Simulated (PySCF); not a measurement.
Structure problem from calculated spectra and properties.

Elements present: B, C and H. Monoisotopic mass: 122.1267 u.

* 1H NMR: chemical shifts (computed TMS as zero) by class: 7.62 (1 H), 5.94 (1 H), 5.35 (1 H), 5.33 (1 H), 2.30 (1 H), 2.09 (1 H), 2.08 (1 H), 1.91 (1 H), 1.80 (1 H), 1.55 (1 H), 1.32 (1 H), 1.25 (1 H), 0.70 (1 H), 0.56 (1 H), 0.46 (1 H) ppm [GIAO PBE0/pcSseg-1]
* Dipole: 0.18 D [CAM-B3LYP/def2-SVPD]
* UV, strongest line: among the 10 lowest singlet transitions: S5 at 7.32 eV (169 nm, f = 0.247) [TDDFT CAM-B3LYP/def2-SVPD]
* UV, first state: lowest singlet excitation: 5.81 eV (214 nm, f = 0.002) [TDDFT CAM-B3LYP/def2-SVPD]
* Rotational structure: rotational constants A, B, C: 3.444, 0.903, 0.761 GHz [PBE0-D3(BJ)/def2-SVP]
* Triplet: lowest triplet excitation (Tamm–Dancoff): 4.35 eV [TDA CAM-B3LYP/def2-SVPD]
* NMR, other nuclei: isotropic shieldings of nuclei other than C and H, by class: 13 (1 B) ppm [GIAO PBE0/pcSseg-1]
* Valence photoelectron: vertical ionisation energy: 9.39 eV [ΔSCF CAM-B3LYP/def2-SVPD]
* 13C NMR: chemical shifts (computed TMS as zero) by class: 148.4 (1 C), 124.0 (1 C), 49.1 (1 C), 38.7 (1 C), 36.2 (1 C), 33.9 (1 C), 31.0 (1 C), 25.6 (1 C) ppm [GIAO PBE0/pcSseg-1]

Electronic properties: PySCF, gas phase, density fitting. Levels stand in brackets. The structure is a single PBE0-D3(BJ)/def2-SVP conformer in the gas phase; no vibrational or solvent corrections. NMR classes are plain means over equivalent atoms (diastereotopic ones count apart unless rotation or inversion swaps them), as if these changed places fast.

Question: Which formula fits the mass and the elements?

Answer: C8H15B (calculated 122.1267). No other formula that holds each of these elements comes within 0.0003 u with a fitting electron parity and a possible valence count.

Question: Propose a structure and show how it fits.

Answer: Numbering: `[CH2:1]=[CH:2][CH2:3][C@@H:4]1[CH2:5][BH:6][CH2:7][CH2:8][CH2:9]1`. 8 carbons fall into 8 classes; from least to most shielded: alkene CH carbon [C2] (148.4 ppm), terminal =CH2 carbon [C1] (124.0 ppm), allylic carbon [C3] (49.1 ppm), ring sp3 carbon bound to boron [C5] (38.7 ppm), sp3 CH carbon [C4] (36.2 ppm), ring CH2 carbon [C9] (33.9 ppm), ring sp3 carbon bound to boron [C7] (31.0 ppm), ring CH2 carbon [C8] (25.6 ppm). Hydrogen classes from least to most shielded: 1 H on a three-coordinate boron, B6 (7.62 ppm), 1 H on an alkene CH carbon, C2 (5.94 ppm), 1 H on a terminal =CH2 carbon, C1 (5.35 ppm), 1 H on a terminal =CH2 carbon, C1 (5.33 ppm), 1 H on an allylic carbon, C3 (2.30 ppm), 1 H on an sp3 carbon bound to boron, C7 (2.09 ppm), 1 H on an sp3 carbon bound to boron, C5 (2.08 ppm), 1 H on a ring CH2 carbon, C9 (1.91 ppm), 1 H on a ring CH2 carbon, C8 (1.80 ppm), 1 H on an allylic carbon, C3 (1.55 ppm), 1 H on a ring CH2 carbon, C8 (1.32 ppm), 1 H on an sp3 CH carbon, C4 (1.25 ppm); 3 more classes are left out. The other shieldings belong to: 13 ppm, three-coordinate boron [B6]. The first electron is taken from the HOMO, whose largest Löwdin shares are 0.34 on the terminal =CH2 carbon, 0.30 on the alkene CH carbon, 0.09 on the allylic carbon and 0.05 on the sp3 CH carbon. The optimised geometry has point group C1 and is an asymmetric top. Structure: `C=CC[C@@H]1CBCCC1`. Computed isomers that give other values at the same levels: `C=C(C)[C@H]1CBCCC1` (13C chemical shifts (computed TMS as zero) by class: 162.7 (1 C), 113.4 (1 C), 42.5 (1 C), 37.6 (1 C), 33.2 (1 C), 30.8 (1 C), 25.7 (1 C), 25.0 (1 C) ppm); `B1[C@H]2CCC[C@@H]1CCC2` (13C chemical shifts (computed TMS as zero) by class: 35.8 (2 C), 34.3 (4 C), 25.0 (2 C) ppm); `B1CCC[C@@H](C2CC2)C1` (13C chemical shifts (computed TMS as zero) by class: 43.7 (1 C), 37.5 (1 C), 36.0 (1 C), 30.6 (1 C), 25.8 (1 C), 22.0 (1 C), 5.8 (1 C), 5.7 (1 C) ppm). The assignments are read from this structure; whether some other isomer fits the data as well wasn't checked. The mirror image fits equally.
